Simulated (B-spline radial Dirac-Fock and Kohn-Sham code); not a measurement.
# Binding energies of Yb⁺ in different valence configurations

Level of theory: relaxed Dirac-Fock hole states (ΔSCF) with Breit and QED corrections and a finite nucleus; a radial atomic solver. Correlation and solid-state effects are left out.

Reference: the tabulated ground configuration [Xe] 4f14 6s1, with 2s 10501.5 eV, 3p1/2 2184.2 eV, 3d5/2 1534.5 eV, 4s 499.7 eV, 4d3/2 206.7 eV, 5p3/2 37.02 eV, Kα1 52385.1 eV, Kβ1 59374.0 eV, Lα1 7415.7 eV, Lβ2 8752.7 eV.

Shifts from the reference in eV.

```csv
configuration,average energy,2s,3p1/2,3d5/2,4s,4d3/2,5p3/2,Kα1,Kβ1,Lα1,Lβ2
[Xe] 4f13 6s1 6p1,+3.39,+13.31,+14.27,+14.16,+13.78,+12.81,+7.46,-0.81,-1.89,-0.92,+0.48
[Xe] 4f12 5d2 6s1,+9.02,+18.59,+20.75,+20.54,+19.46,+17.45,+7.57,-1.47,-3.89,-2.09,+1.12
[Xe] 4f13 6s2,+0.08,+12.02,+12.94,+12.83,+12.53,+11.49,+6.20,-0.79,-1.87,-0.92,+0.48
[Xe] 4f14 5d1,+2.94,-2.28,-2.24,-2.23,-2.27,-2.26,-1.87,+0.11,+0.08,-0.04,-0.01
```

Values without a named source are computed, but for edge energies of neutral atoms, which are taken from tables.
